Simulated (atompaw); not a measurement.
**What one change does to a pseudopotential (Ag (Z = 47), PAW (atompaw))**

| Quantity | Value |
| --- | --- |
| Element | silver (Ag) |
| Generator | atompaw 4.2.0.5 |
| Type | PAW |
| Functional | LDA (PW92) |
| Relativity | scalar-relativistic |
| Frozen core | [Ar] 3d10 |
| Valence charge | 19 |
| Reference configuration | 4s2 4p6 4d10 5s1 5p0 |
| Partial waves | 4s (bound): rc 1.70 bohr; 5s (bound): rc 1.20 bohr; 4p (bound): rc 1.65 bohr; 5p (bound, empty): rc 1.80 bohr; 4d (bound): rc 1.80 bohr; 4d channel at 4.4 Ry: rc 1.80 bohr; 4f channel at 0.05 Ry: rc 1.90 bohr; 4f channel at 1.2 Ry: rc 1.90 bohr |
| Local potential | troulliermartins scheme with l = 4 at 0 Ry, radius 1.35 bohr |
| Core correction | smooth core density matched at 1.45 bohr |
| Augmentation charge | sinc compensation charge, radius 1.45 bohr; PAW radius 1.90 bohr; waves and projectors: custom polynom vanderbiltortho |

Change: augmentation sinc compensation charge, radius 1.45 bohr; PAW radius 1.90 bohr; waves and projectors: custom polynom2 7 10 vanderbiltortho.

Cutoffs: the cutoffs (Ry, on a coarse ladder) from which the occupation-weighted sum of valence levels, in a spherical-Bessel basis at the reference potential, stays within 10 and 1 mRy of its value at 400 Ry; they do not see the model core or the augmentation charge, which bear on the density cutoff.

What does the change do?

The potential gets neither clearly harder nor softer (50 Ry and 80 Ry → 35 Ry and 230 Ry); both files keep a bound ghost (s); the range in which the p phases agree narrows (upper end at the end of the scan → 2.5).

| quantity | base | changed |
| --- | --- | --- |
| cutoff, loose | 50 Ry | 35 Ry |
| cutoff, tight | 80 Ry | 230 Ry |
| loose cutoff by channel (10 mRy a level) | s 18 Ry, p 25 Ry, d 30 Ry | s 18 Ry, p 21 Ry, d 21 Ry |
| bound ghosts | s | s |
| s: phases at 1.92 bohr within 0.05 rad from the reference energy up to (Ry; the scan ends near 5) | to the end of the scan | to the end of the scan |
| p: phases at 1.92 bohr within 0.05 rad from the reference energy up to (Ry; the scan ends near 5) | to the end of the scan | 2.5 |
| d: phases at 1.92 bohr within 0.05 rad from the reference energy up to (Ry; the scan ends near 5) | to the end of the scan | to the end of the scan |
| f: phases at 1.92 bohr within 0.05 rad from the reference energy up to (Ry; the scan ends near 5) | to the end of the scan | to the end of the scan |
| lowest overlap eigenvalue by channel | s 0.40, p 0.77, d 0.88, f 0.97 | s 0.57, p 0.78, d 0.84, f 0.97 |

 A true bound ghost makes a file unfit for plane-wave use even where its test errors are small: the radial tests pick states by their node count and pass the ghost by. The cutoffs see the waves, projectors and local potential, not the compensation charge or the core.
